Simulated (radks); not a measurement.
Results of a calculation; reference values are marked as such.
Ionisation of Re2+, [Xe] 4f14 5d5, to Re3+, [Xe] 4f14 5d4, under several functionals. Scalar-relativistic Kohn-Sham, spin-polarised, spherical densities, finite nucleus; open shells are filled with parallel spins first (spin-orbit coupling, left out, can overturn this in heavy ions); a radial shooting solver on a logarithmic mesh with Libxc functionals.

functional         E(Re2+) (hartree)  Exc (hartree)  IE (eV)  -e(HOMO) (eV)  <r> HOMO (bohr)  IE error (eV)
SOGGA                    -16683.2425      -324.7016   28.341         22.627            1.766         +1.341
OLYP                     -16694.6558      -336.3638   28.349         22.584            1.751         +1.349
SCAN                     -16691.1818      -331.5157   28.628         22.926            1.757         +1.628
r2SCAN                   -16690.5227      -330.7500   28.676         22.976            1.752         +1.676
exchange-only B88        -16685.6560      -327.0558   27.573         21.926            1.788         +0.573
exchange-only PBE        -16684.2522      -325.6457   27.558         21.912            1.790         +0.558
BLYP                     -16689.5929      -331.0295   28.084         22.355            1.773         +1.084

NIST Atomic Spectra Database: 27 eV (theoretical). Closest: exchange-only PBE. The Delta-SCF values span 1.12 eV, the total energies 11.41 hartree. The highest occupied level is 5d. Open shells are spherical and high-spin; term and fine-structure splittings are not resolved. Spin-orbit splitting is averaged out at the scalar-relativistic level.
